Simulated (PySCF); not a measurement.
C2H2N, SMILES N#C[CH2-], charge -1. Coordinates come from a PBE-D3(BJ)/def2-TZVPD optimisation.

Give the equilibrium geometry at PBE-D3(BJ)/def2-TZVPD (PySCF confirms it by a frequency run) as bond lengths and angles, and its point group. (An estimate is asked for; the answer gives what the named calculation found.)

point group Cs.
Atoms: C1 C2 N3 H4 H5. Bond lengths (Å): C1–C2 1.390, C1–H4 1.095, C1–H5 1.095, C2–N3 1.191. Bond angles (°): C2–C1–H4 116.6, C2–C1–H5 116.6, H4–C1–H5 114.4, C1–C2–N3 176.8.
Charge -1, spin multiplicity 1.
